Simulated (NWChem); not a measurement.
# H2Se2O; SMILES O[Se][SeH]

```xyz
5

Se     0.3797    -0.9358     0.0011
O     -1.2548    -1.7006     0.0675
H     -1.5779    -1.7480    -0.8426
Se    -0.0587     1.3324    -0.0412
H     -0.1803     1.5309     1.4172
```
Atoms are numbered in this order, from 1.

Level: PBE0/def2-SVP (NWChem), optimised geometry, unscaled harmonic frequencies. This build's default masses of Se (78.918 u) and Br (79.917 u) are each other's, which moves their modes by up to 0.6 %.

```json
[
 {"frequency (cm⁻¹)": "186", "IR intensity (km/mol)": "0.3"},
 {"frequency (cm⁻¹)": "295", "IR intensity (km/mol)": "4.1"},
 {"frequency (cm⁻¹)": "341", "IR intensity (km/mol)": "16.4"},
 {"frequency (cm⁻¹)": "407", "IR intensity (km/mol)": "104.9"},
 {"frequency (cm⁻¹)": "656", "IR intensity (km/mol)": "78.3"},
 {"frequency (cm⁻¹)": "740", "IR intensity (km/mol)": "10.7"},
 {"frequency (cm⁻¹)": "1102", "IR intensity (km/mol)": "53.8"},
 {"frequency (cm⁻¹)": "2409", "IR intensity (km/mol)": "15.9"},
 {"frequency (cm⁻¹)": "3843", "IR intensity (km/mol)": "99.6"}
]
```

The zero-point energy is 14.3 kcal/mol and the thermal correction to the enthalpy at 298.15 K (with zero-point energy) is 17.8 kcal/mol. The heat capacity Cv is 14.5 cal/(mol K), the entropy at 298.15 K and 1 atm (symmetry number 1) is 74.4 cal/(mol K) and the dipole moment is 0.82 D.

Rigid rotor and harmonic oscillator.
